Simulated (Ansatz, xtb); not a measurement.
Two structures of H2O2S2W

Structure a: a singlet given by its coordinates. Structure b: a singlet given by its coordinates. Both are isolated molecules in the gas phase, relaxed with PBE0-D4/def2-SVP.

a (Å):

```xyz
7

O    -0.5664    1.0322   -1.2676
O     0.2739   -1.7190   -0.1287
S    -0.5798    0.6340    1.9829
S     2.3573    0.7632    0.1278
W     0.3200    0.1368    0.1178
H    -1.4464    1.4239   -1.2177
H    -0.2972   -2.3392    0.3399
```

Close contacts (Å): O1–W5 1.87, O2–W5 1.87, S3–W5 2.13, S4–W5 2.13, O1–H6 0.96, O2–H7 0.96, W5–H6 2.56, W5–H7 2.56.

b (Å):

```yaml
atoms:
  - { symbol: O, position_ang: [-2.3277, -3.1852, -0.1704] }
  - { symbol: O, position_ang: [-0.4516, -3.6080, 2.2467] }
  - { symbol: S, position_ang: [-1.8891, -0.7075, 1.9279] }
  - { symbol: S, position_ang: [0.5984, -1.7668, -0.2516] }
  - { symbol: W, position_ang: [-1.0463, -2.4004, 0.9459] }
  - { symbol: H, position_ang: [-3.2763, -3.0103, -0.1543] }
  - { symbol: H, position_ang: [0.4030, -4.0553, 2.2558] }
```

Close contacts (Å): O1–W5 1.87, O2–W5 1.87, S3–W5 2.13, S4–W5 2.13, O1–H6 0.96, O2–H7 0.96, W5–H6 2.56, W5–H7 2.56.

Energies in hartree; the thermal terms are from PBE0-D4/def2-SVP harmonic frequencies (ideal gas, rigid rotor, one conformer each, 298.15 K, 1 atm) and include the zero-point energy:

```
                               a            b
E, CCSD(T)/def2-SVP  −1013.133266  −1013.133913
    E, MP2/def2-SVP  −1013.119977  −1013.120571
  E, MP2/def2-TZVPP  −1013.943525  −1013.944135
  zero-point energy      0.029723      0.029802
       H(298 K) − E      0.038195      0.038235
       G(298 K) − E     −0.003566     −0.002791
```

Task: Correct the CCSD(T) difference for the basis set by the MP2 change, then work out ΔE, ΔE₀, ΔH and ΔG for a → b in kJ/mol (1 Eh = 2625.50 kJ/mol) and the equilibrium ratio [b]/[a].

Result: 1. Differences b − a: CCSD(T) −0.000647, MP2 in the small set −0.000594, MP2 in the large set −0.000610 Eh.
2. ΔE = −0.000647 + (−0.000610 − (−0.000594)) = −0.000663 Eh = −1.74 kJ/mol.
3. ΔE₀ = ΔE + ΔZPE = −0.000663 + (+0.000079) Eh = −1.53 kJ/mol.
4. ΔH = ΔE + (+0.000040) Eh = −1.64 kJ/mol.
5. ΔG = ΔE + (+0.000775) Eh = +0.29 kJ/mol, so ΔS = (ΔH − ΔG)/T = −6.5 J/(mol K).
6. kT = 0.9442 mEh, so K = [b]/[a] = exp(−ΔG/kT) = exp(−0.12) ≈ 0.89.

The two are too close for this level to say which is favoured. An error of 4 kJ/mol in ΔG would change K by a factor of 5. Large T1 diagnostics make the coupled-cluster value less sure. Mirror images and further conformers aren't counted.

Other levels gave ΔE = −2.2 (PBE0-D4/def2-SVP); −2.4 (HF/def2-SVP); −1.6 (MP2/def2-SVP); −1.7 (CCSD(T)/def2-SVP) kJ/mol. The correlated steps freeze 12 core orbitals. Atoms past krypton carry core potentials in the def2 sets, without spin–orbit terms. Programs: Ansatz 0.2.0.
